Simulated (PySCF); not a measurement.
**Electron correlation in Ge⁺ (germanium, charge +1)**

[Ar] 3d10 4s2 4p1, 2P determinant. Calculation: PySCF 2.14, in aug-cc-pVDZ-PP with ECP10MDF (5s4p3d, 32 functions); a scalar-relativistic core potential. Frozen: 3s2 3p6 3d10; 3 electrons correlated.

MP2 pair energies summed by pair of shells (mhartree):

| pair | energy | share (%) |
| --- | --- | --- |
| 4s-4s | -18.45 | 59.2 |
| 4s-4p | -12.73 | 40.8 |

Total MP2 correlation energy: -31.19 mhartree.

Same-spin part -2.13 and opposite-spin part -29.05 mhartree; SCS-MP2 scales them by 1/3 and 6/5 to -35.58 mhartree.

| level | correlation energy (mhartree) |
| --- | --- |
| CCSD | -46.25 |
| (T) | -0.46 |
| CCSD(T) | -46.71 |

Diagnostics: T1 = 0.0096, D1 = 0.0233, largest double amplitude 0.094.

Cost of the coupled-cluster step: 0.28 s of wall time on 1 thread of Neoverse-N1 (shared host), for 3 correlated electrons.
